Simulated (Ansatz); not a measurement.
Coupled-cluster run, CH7NO2Si (`OCN[SiH2]O`).

```yaml
crystal:
  periodic: [false, false, false]
  atoms:
    - {symbol: O, position_ang: [-1.678684, 0.084053, -0.240875]}
    - {symbol: C, position_ang: [-0.806163, -1.025165, 0.004981]}
    - {symbol: N, position_ang: [0.334809, -0.589502, 0.726764]}
    - {symbol: Si, position_ang: [1.394786, 0.563325, -0.005203]}
    - {symbol: O, position_ang: [0.773647, 2.082261, -0.111059]}
    - {symbol: H, position_ang: [-2.412751, -0.213479, -0.786843]}
    - {symbol: H, position_ang: [-0.482097, -1.449773, -0.953465]}
    - {symbol: H, position_ang: [-1.338991, -1.799600, 0.568911]}
    - {symbol: H, position_ang: [0.156228, -0.487570, 1.715549]}
    - {symbol: H, position_ang: [2.619006, 0.681564, 0.817102]}
    - {symbol: H, position_ang: [1.676168, 0.006183, -1.354788]}
    - {symbol: H, position_ang: [-0.158859, 2.092705, -0.346974]}
basis:
  gaussian: {orbitals: def2-TZVPP}
correlation: {method: ccsd_t}
```

```sh
$ ansatz run in.yaml --threads 4 --pin off --events-out ev --progress --plain --max-ram 10444MiB
```

Log, shortened:

```
Functional definition: HF
1574 factors; integrals over basis functions are off by at most 1.1e-3 eV
mean field evaluation 1: about -14559.1864 eV, gradient 5.2e1 eV
mean field evaluation 2: about -14559.4778 eV, gradient 5.2e1 eV
mean field evaluation 4: about -14564.6416 eV, gradient 4.0e0 eV
mean field evaluation 8: about -14564.7068 eV, gradient 3.0e-1 eV
mean field -14564.70704584 eV, -535.2431116217 hartree, gradient 1.7e-6 eV, S^2 0.000000; 0 other end points of the search recorded, 0 dependent functions left out
9 core orbitals not correlated: weight in the atoms' cores, before any rotation towards them, 1.000 or more for the frozen orbitals, at most 0.000 for the correlated occupied ones
reference -14564.70704584 eV, -535.2431116217 hartree; 16, 16 occupied and 239, 239 virtual orbitals, 1574 factors
second order -26.97005726 eV of doubles, -0.00000000 eV of singles
cycle   1  -27.15783387 eV  change   -1.9e-1 eV  update   1.0e-1
cycle   2  -27.77848863 eV  change   -6.2e-1 eV  update   2.9e-2
cycle   3  -27.90887903 eV  change   -1.3e-1 eV  update   1.4e-2
cycle   4  -27.89387867 eV  change    1.5e-2 eV  update   3.1e-3
cycle   5  -27.89372271 eV  change    1.6e-4 eV  update   1.5e-3
cycle   6  -27.89448625 eV  change   -7.6e-4 eV  update   4.6e-4
cycle   7  -27.89419588 eV  change    2.9e-4 eV  update   1.8e-4
cycle   8  -27.89411027 eV  change    8.6e-5 eV  update   5.2e-5
cycle   9  -27.89412408 eV  change   -1.4e-5 eV  update   1.9e-5
perturbative correction -1.02031613 eV, -0.0374959260 hartree
Total energy: -14593.62148605 eV, -536.3056977004 hartree
```

It took 2.5 min on 4 threads of an Arm Neoverse V2 on a shared host, with 6.7 GiB of host memory at the peak.

MP2 recovers 93.3 % of the CCSD(T) correlation energy and the triples give 3.5 %; T1 = 0.0112.
